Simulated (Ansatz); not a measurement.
One change: `ClB(Cl)Br` becomes `NB(Cl)Cl`.

Ansatz, PBE0-D4/def2-TZVP geometries, multiplicity 1. Each molecule was computed in one conformer, which needn't be the lowest.

Scalar relativity is left out up to krypton.

```json
{"property": "LUMO energy (PBE/def2-TZVPP) / eV", "`ClB(Cl)Br`": "-2.72"}
{"property": "LUMO energy (B3LYP/def2-TZVPP) / eV", "`ClB(Cl)Br`": "-1.98"}
{"property": "HOMO energy (PBE0/def2-TZVPP) / eV", "`ClB(Cl)Br`": "-8.66"}
{"property": "size of the dipole moment (PBE/def2-TZVPP) / D", "`ClB(Cl)Br`": "0.03"}
{"property": "LUMO energy (PBE0/def2-TZVPP) / eV", "`ClB(Cl)Br`": "-1.83"}
{"property": "HOMO–LUMO gap (ωB97M-V/def2-TZVPP) / eV", "`ClB(Cl)Br`": "11.15"}
```

(1) Give the same properties after the change, and the shifts. (Estimate.)

Answers

(1) Computed: 
```tsv
property	`NB(Cl)Cl`	shift
LUMO energy (PBE/def2-TZVPP) / eV	-0.82	1.90
LUMO energy (B3LYP/def2-TZVPP) / eV	-0.02	1.96
HOMO energy (PBE0/def2-TZVPP) / eV	-8.57	0.09
size of the dipole moment (PBE/def2-TZVPP) / D	2.77	2.74
LUMO energy (PBE0/def2-TZVPP) / eV	0.17	2.00
HOMO–LUMO gap (ωB97M-V/def2-TZVPP) / eV	12.96	1.81
```

With PBE0 the HOMO rises by 0.09 eV and the LUMO rises by 2.00 eV, so the gap widens by about 1.91 eV. PBE moves the HOMO by 0.15 eV and ωB97M-V by -0.01 eV. The zero-point energy changes by 70.7 kJ/mol with +6 modes.

B3LYP here is the variant with VWN-RPA as its local correlation; programs differ in this.

Spin–orbit coupling is left out; it splits and shifts lone-pair levels of the heavy atoms by tenths of an eV.
